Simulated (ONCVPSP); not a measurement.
praseodymium: excitation energies, all-electron against ONCV

```json
{
  "Element": "praseodymium (Pr)",
  "Generator": "ONCVPSP 4.0.1",
  "Type": "optimised norm-conserving Vanderbilt (ONCV)",
  "Functional": "PBE",
  "Relativity": "scalar-relativistic",
  "Frozen core": "[Kr] 4d10 4f2",
  "Valence charge": "11",
  "Reference configuration": "5s2 5p6 5d1 6s1.75 (charge +0.25)",
  "Partial waves": "5s+6s: rc 2.85 bohr, ncon 3, nbas 6, qcut 4.3 1/bohr, 2 projectors; 5p: rc 2.85 bohr, ncon 4, nbas 7, qcut 4.5 1/bohr, 1 projector; 5d: rc 3.90 bohr, ncon 3, nbas 8, qcut 4.4 1/bohr, 1 projector",
  "Local potential": "polynomial inside 2.50 bohr (lpopt 5, dvloc0 1 Ha)",
  "Core correction": "Teter function, fcfact 5.25, rcfact 1.75"
}
```

Energies are relative to the spin-unpolarised reference configuration 5s2 5p6 5d1 6s1.75; without spin polarisation the order of configurations can differ from experiment.

```csv
valence configuration,charge,ΔE all-electron (eV),error AE − PS (meV)
5s2 5p6 5d1 6s2,0,-1.094,0.0
5s2 5p6 5d1 6s1,+1,5.074,-4.8
5s2 5p6 5d1.5 6s1.5,0,-0.637,-3.7
```

(1) What are ΔE and the potential's error for 5s2 5p6 5d1 6s0?

Answers

(1) ΔE = 16.335 eV all-electron; the error (AE − PS) is -46 meV.
